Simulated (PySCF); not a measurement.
An equivalent PySCF input for Bi⁺ (bismuth, charge +1), [Xe] 4f14 5d10 6s2 6p2, high-spin 3P determinant, with a scalar-relativistic core potential:

```python
from pyscf import gto, scf, dft, mp, cc
import basis_set_exchange as bse
txt = bse.get_basis("aug-cc-pVDZ-PP", elements=["Bi"], fmt="nwchem", header=False)
cut = txt.index("\nECP")
mol = gto.M(atom="Bi 0 0 0", charge=1, spin=2, symmetry="D2h",
            basis=gto.basis.parse(txt[:cut]),
            ecp={"Bi": gto.basis.parse_ecp(txt[cut:])})
mf = scf.UHF(mol)
mf.irrep_nelec = {'Ag': (4, 4), 'B1g': (1, 1), 'B2g': (1, 1), 'B3g': (1, 1), 'B1u': (2, 1), 'B2u': (2, 1), 'B3u': (1, 1)}
mf.kernel()
```

It reaches the same state as the run whose output follows, and the same energy. The run itself started from symmetry-adapted Hartree-Fock orbitals and held the occupation by maximum overlap, so the iterations belong to that start.

```
SCF conv_tol = 1e-09
number electrons alpha = 12  beta = 10
cycle= 1 E= -213.288519148384  delta_E= -0.00217  |g|= 0.0139  |ddm|= 0.076
cycle= 2 E= -213.288717495849  delta_E= -0.000198  |g|= 0.00427  |ddm|= 0.0227
cycle= 3 E= -213.288738720635  delta_E= -2.12e-05  |g|= 0.000175  |ddm|= 0.0108
cycle= 4 E= -213.288738763137  delta_E= -4.25e-08  |g|= 2.51e-05  |ddm|= 0.00122
cycle= 5 E= -213.28873876391  delta_E= -7.73e-10  |g|= 6.86e-06  |ddm|= 0.000154
converged SCF energy = -213.28873876391  <S^2> = 2.0080186  2S+1 = 3.0053409
```

Energies and moments cover only the electrons outside the core potential. Spin-orbit coupling is strong in this species (close to jj coupling), so the high-spin LS determinant is a model state, not a physical level.
